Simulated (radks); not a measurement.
Values are calculated unless marked as measured or tabulated.
Valence configurations of S (all share [Ne]). Code: a radial shooting solver on a logarithmic mesh with Libxc functionals. Model: Dirac Kohn-Sham, PBEsol, spin-unpolarised, spherical densities, point nucleus; open shells are shared between the two j in proportion to 2j + 1. Energies are relative to 3s2 3p4; eigenvalues in eV.

| valence | E (eV) | e(3p1/2) | e(3p3/2) | e(3s1/2) |
|---|---|---|---|---|
| 3s2 3p4 | 0.000 | -7.034 | -6.950 | -17.193 |
| 3s1.5 3p4.5 | 5.124 | -7.316 | -7.230 | -17.539 |
| 3s1 3p5 | 10.279 | -7.588 | -7.500 | -17.870 |
| 3p6 | 20.678 | -8.104 | -8.013 | - |
| 3s0.5 3p5.5 | 15.465 | -7.850 | -7.761 | -18.190 |

NIST lists [Ne] 3s2 3p4 as the ground configuration; this level of theory agrees among the configurations tried. The energies are those of spherical spin-averaged densities, not of single terms.
